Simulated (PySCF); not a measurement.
# From a log to its input

A PySCF 2.14 run on the atoms Pb 0 0 0; Br 0 0 2.61 (angstrom) printed this (some set-up lines and the per-cycle HOMO/LUMO lines with their warnings removed):

```
PySCF version 2.14.0


nuclear repulsion = 5.67699689875862
number of shells = 8
number of NR pGTOs = 40
number of NR cGTOs = 16
basis = sbkjc
ecp = {'Pb': 'sbkjc', 'Br': 'sbkjc'}

******** <class 'pyscf.scf.hf.RHF'> ********
method = RHF
initial guess = minao
damping factor = 0
level_shift factor = 0
DIIS = <class 'pyscf.scf.diis.CDIIS'>
SCF conv_tol = 1e-09
SCF max_cycles = 50
Initial guess from minao.
init E= -16.0048810455984
cycle= 1 E= -16.2772944840255  delta_E= -0.272  |g|= 0.175  |ddm|= 2.08
cycle= 2 E= -16.3001469065192  delta_E= -0.0229  |g|= 0.0839  |ddm|= 0.668
cycle= 3 E= -16.3035930083667  delta_E= -0.00345  |g|= 0.0125  |ddm|= 0.155
cycle= 4 E= -16.3037414144846  delta_E= -0.000148  |g|= 0.00344  |ddm|= 0.0422
cycle= 5 E= -16.3037673471088  delta_E= -2.59e-05  |g|= 0.00124  |ddm|= 0.0167
cycle= 6 E= -16.3037711264753  delta_E= -3.78e-06  |g|= 7.23e-05  |ddm|= 0.00886
cycle= 7 E= -16.3037711321668  delta_E= -5.69e-09  |g|= 6.34e-06  |ddm|= 0.000293
cycle= 8 E= -16.3037711321913  delta_E= -2.45e-11  |g|= 3.1e-07  |ddm|= 1.68e-05
Extra cycle  E= -16.3037711321914  delta_E= -1.14e-13  |g|= 1.15e-07  |ddm|= 1.18e-06
converged SCF energy = -16.3037711321914
 ** Mulliken pop  **
pop of  0 Pb 6s           1.96207
pop of  0 Pb 7s           0.03452
pop of  0 Pb 6px          0.10794
pop of  0 Pb 6py          0.10794
pop of  0 Pb 6pz          0.66266
pop of  0 Pb 7px         -0.00591
pop of  0 Pb 7py         -0.00591
pop of  0 Pb 7pz         -0.05925
pop of  1 Br 4s           1.74025
pop of  1 Br 5s           0.24509
pop of  1 Br 4px          1.43867
pop of  1 Br 4py          1.43867
pop of  1 Br 4pz          1.21757
pop of  1 Br 5px          0.45929
pop of  1 Br 5py          0.45929
pop of  1 Br 5pz          0.19709
 ** Mulliken atomic charges  **
charge of    0Pb =      1.19593
charge of    1Br =     -0.19593

WARN: System has nonzero charge 1; the dipole moment is origin-dependent.
Location of origin: [0. 0. 0.]

Dipole moment(X, Y, Z, Debye):  0.00000, -0.00000, -2.19842
orbital energies (hartree): [-0.5995 -0.5962 -0.5962 -0.2454 -0.2454 -0.1589]
```

Q: Write the input that gave this log.

A: The input was:

```python
from pyscf import gto, scf

mol = gto.M(
    atom='Pb 0 0 0; Br 0 0 2.61',
    basis='sbkjc',
    ecp={'Pb': 'sbkjc', 'Br': 'sbkjc'},
    charge=1,
    spin=0,
    verbose=4,
)
mf = scf.RHF(mol)
mf.kernel()
mf.mulliken_pop()
mf.dip_moment()
print('orbital energies (hartree):', mf.mo_energy[..., max(0, mol.nelec[1]-3):mol.nelec[0]+3].round(4))
```

Stability towards an unrestricted solution was not tested. The bond length is a typed value, not an optimised one. The dipole of an ion depends on the origin.
